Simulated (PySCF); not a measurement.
A structure optimised at ωB97X-D3(BJ)/def2-SVP, used in a PySCF frequency run:

```
Si
N 1 1.7303
H 2 1.0131 1 120.80
H 2 1.0140 3 112.07 1 154.10
N 1 1.7311 2 108.58 3 -145.70
H 5 1.0139 1 121.12 2 -156.64
H 5 1.0153 6 111.67 1 151.36
H 1 1.5004 2 103.48 3 -20.94
Si 1 2.3423 8 108.77 2 -122.68
H 9 1.4959 1 111.02 8 46.56
H 9 1.4967 10 107.78 1 -121.07
H 9 1.4978 10 107.82 11 -115.87
```

Question: Write its SMILES and formula.

Answer: N[SiH](N)[SiH3], H8N2Si2

Question: What are its rotational constants (standard atomic weights)?

Answer: 5.7329, 2.7729, 2.1066 GHz
